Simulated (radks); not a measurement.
Question: Isoelectronic series with 3 electrons, each ion in its NIST ground configuration. Method: scalar-relativistic Kohn-Sham, SCAN, spin-unpolarised, spherical densities, finite nucleus; meta-GGA in the generalised Kohn-Sham scheme; Fermi nuclear charge, rms radius of each element as measured or else 0.836 A^(1/3) + 0.57 fm; computed with a radial shooting solver on a logarithmic mesh with Libxc functionals. Total energies (hartree) and mean radii <r> (bohr):

ion    configuration  E (hartree)      2s       1s
B2+         [He] 2s1    -23.38800   1.656   0.3266
F6+         [He] 2s1    -82.30710  0.7815   0.1744
P12+        [He] 2s1   -238.69218  0.4368   0.1024
Cl14+       [He] 2s1   -309.09181  0.3806  0.08999
K16+        [He] 2s1   -388.70126  0.3371  0.08021
V20+        [He] 2s1   -575.77430  0.2741  0.06581
Mn22+       [He] 2s1   -683.36740  0.2505  0.06035
Co24+       [He] 2s1   -800.42986  0.2306  0.05571
Cu26+       [He] 2s1   -927.04457  0.2135  0.05170
Ga28+       [He] 2s1  -1063.30223  0.1987  0.04822
As30+       [He] 2s1  -1209.30182  0.1857  0.04515
Br32+       [He] 2s1  -1365.15092  0.1743  0.04243

Estimate the row of Al10+ ([He] 2s1).

Answer: E (hartree) -177.45444; 2s 0.5122; 1s 0.1188.
